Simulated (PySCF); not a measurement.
La(III) with more and more NH3

Computed with PySCF 2.14.0, PBE0, def2-SVP on the ligands, density fitting, scalar-relativistic core potentials, no spin-orbit coupling, vacuum. The metal has lcecp-1-SVP with ECP46. Each complex is relaxed within the symmetry of its template. Distances are means of the shortest metal–ligand contacts, charges and spins Mulliken's; removal energies are rigid, with the ligand's formal charge and no counterpoise, so too large; for an anion taken off a cation in vacuum most of it is the attraction of opposite charges, and multiply charged cations can part far more cheaply with an electron moved from ligand to metal. lcecp potentials hold a fixed number of 4f electrons in the core, out of states, spins and gaps.

Q: Order these by the metal–ligand distance, lowest first.
A. [La(NH3)3]3+
B. [La(NH3)]3+
C. [La(NH3)2]3+

A: B (2.478), C (2.519), A (2.564).

Q: What else do they give?

A: 
| complex | point group | M–NH3 (Å) | charge on M (e) | removal of one NH3 (eV) | strongest infrared band, degenerate modes summed (cm⁻¹) | unstable modes (below −25 cm⁻¹) |
| --- | --- | --- | --- | --- | --- | --- |
| [La(NH3)]3+ | C3v | 2.478 | 2.53 | 4.97 | 3332 | 0 |
| [La(NH3)2]3+ | C1 | 2.519 | 2.20 | 4.18 | – | 1 (soft) |
| [La(NH3)3]3+ | C3 | 2.564 | 1.95 | 3.59 | – | 1 (soft) |

The more ligands, the longer each bond and the weaker the last ligand is held.

Members with unstable modes aren't minima as they stand: saddle points kept by symmetry or, where the modes are soft, flat surfaces and noise. Moved off a saddle point of the template and relaxed again: [La(NH3)2]3+, [La(NH3)3]3+. One start shape was tried for each, so a minimum needn't be the lowest isomer.
